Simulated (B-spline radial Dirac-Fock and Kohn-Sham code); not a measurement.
## Core-level shifts of mercury with charge state

These are calculated numbers from a radial finite-basis atomic code; the model is multi-electron Dirac-Fock with separately optimised hole states, Breit and Lamb-shift corrections added in first order. Each ion is free and in its tabulated ground configuration. Electron correlation is not included.

Reference: Hg⁶⁺, [Xe] 4f14 5d6, with N3 (4p3/2) 681.3 eV, N6 (4f5/2) 201.2 eV, O1 (5s) 221.7 eV, O2 (5p1/2) 177.9 eV, O3 (5p3/2) 158.5 eV, Kα1 (K-L3) 70813.9 eV, Kβ1 (K-M3) 80245.0 eV, Lα1 (L3-M5) 9988.2 eV. Shifts from it, in eV (a dash: the subshell is empty, belongs to an open shell averaged over j, or its hole state is left out as unreliable):

```
  ion           configuration  N3 (4p3/2)  N6 (4f5/2)  O1 (5s)  O2 (5p1/2)  O3 (5p3/2)    Kα1    Kβ1    Lα1
 Hg⁷⁺           [Xe] 4f14 5d5       +20.6       +20.5    +19.0       +18.4       +18.0  -0.07  +0.25  +0.30
 Hg⁸⁺           [Xe] 4f14 5d4       +42.0       +41.8    +38.7       +37.5       +36.6  -0.14  +0.56  +0.65
 Hg⁹⁺           [Xe] 4f14 5d3       +64.3       +63.9    +59.0       +57.1       +55.8  -0.20  +0.95  +1.06
Hg¹⁰⁺           [Xe] 4f14 5d2       +87.3       +86.8    +79.9       +77.3       +75.5  -0.25  +1.42  +1.53
Hg¹¹⁺           [Xe] 4f14 5d1      +111.1      +110.4   +101.3       +98.0       +95.7  -0.29  +1.96  +2.06
Hg¹²⁺               [Xe] 4f14      +135.6      +134.7   +123.2      +119.2      +116.4  -0.32  +2.58  +2.66
Hg¹³⁺  [Kr] 4d10 4f14 5s2 5p5           –      +162.4   +145.6           –           –  +0.78  +4.72  +3.52
```
